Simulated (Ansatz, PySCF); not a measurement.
Input for PySCF:
```python
from pyscf import gto, scf, dft

mol = gto.Mole()
mol.atom = '''
    Ca   -0.00000000   -0.00000000   -1.08674836
    Cl    0.00000000    0.00000000    1.27852748
'''
mol.basis = 'def2-svp'
mol.spin = 1
mol.verbose = 3
mol.build()

mf = dft.UKS(mol)
mf.xc = 'wb97m_v'
mf.grids.atom_grid = (99, 590)
mf.grids.prune = None
mf.kernel()
```

Question: Write the same job for Ansatz (a program for electronic structure).

Answer: One answer among several that fit: 
Ansatz 0.2 input:
```yaml
crystal:
  periodic: [false, false, false]
  atoms:
    - {symbol: Ca, position_ang: [-0.00000000, -0.00000000, -1.08674836]}
    - {symbol: Cl, position_ang: [0.00000000, 0.00000000, 1.27852748]}
basis:
  gaussian:
    orbitals: def2-SVP
hamiltonian:
  xc: {name: wB97M-V}
magnetization: {spin_polarized: true, initial_magnetization: 1}
accuracy: high
```

Both were run: PySCF gave -1137.565361 Eh and Ansatz -1137.565359 Eh, 0.002 mEh apart.
